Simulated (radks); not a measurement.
The numbers below are computed, except where a source is named.
Q: These are the eigenvalues of the occupied orbitals of an atom or ion with whole-number occupations (hartree). Level of theory: scalar-relativistic Kohn-Sham, r2SCAN, spin-unpolarised, spherical densities, finite nucleus; meta-GGA in the generalised Kohn-Sham scheme; Fermi nuclear charge, rms radius of each element as measured or else 0.836 A^(1/3) + 0.57 fm (a radial shooting solver on a logarithmic mesh with Libxc functionals).

orbital  eigenvalue
1s        -218.3983
2s        -26.31099
2p        -22.29840
3s         -4.24074
3p         -3.13089
3d         -1.42488

Which element is it, and in what charge state? The configuration may be excited.

A: Z = 24, chromium, charge +3: Cr3+ in [Ar] 3d3. The list shows which subshells hold electrons but not how many an open one holds; the 1s level, -218.4 hartree, gives Z - s = 20.9 by -(Z - s)^2/2, which with screening and relativity narrows Z to a few neighbours, and the depths of the outer levels then fix element, charge and occupations together.
